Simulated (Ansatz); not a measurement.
(MgSe)2 ring (Mg2Se2), relaxed as a singlet with RKS PBE0-D4/def2-SVP in Ansatz, starting from the GFN2-xTB geometry. Force threshold 0.02 eV/Å.

Start:

```xyz
4

Mg   -1.0043   -1.0112    0.2656
Se    0.2301    0.2771    1.9285
Mg    1.0029    1.0134   -0.2653
Se   -0.2287   -0.2794   -1.9288
```

Estimate the energy that the relaxation releases and the steps that it takes.

11.3 kJ/mol, in 5 steps; 7.5 s on 4 threads of Arm Neoverse V2 on a shared host. No frequencies were taken in this run, so the end may be a saddle point.

Does the start keep its bonding and symmetry?

By distances, no bond broke or formed. The bond that changes most is Mg1–Se2, from 2.44 to 2.46 Å (atoms count from 1). Point group D2h at the start, D2h at the end, both within 0.05 Å.

Predict the relaxed structure.


```tsv
atom	x (Å)	y (Å)	z (Å)
Mg1	-0.9393	-0.9488	0.2486
Se2	0.2390	0.2914	2.0149
Mg3	0.9406	0.9474	-0.2486
Se4	-0.2403	-0.2901	-2.0150
```
Bond lengths (bridged metal pairs left out): 4 × Mg–Se 2.46 Å.
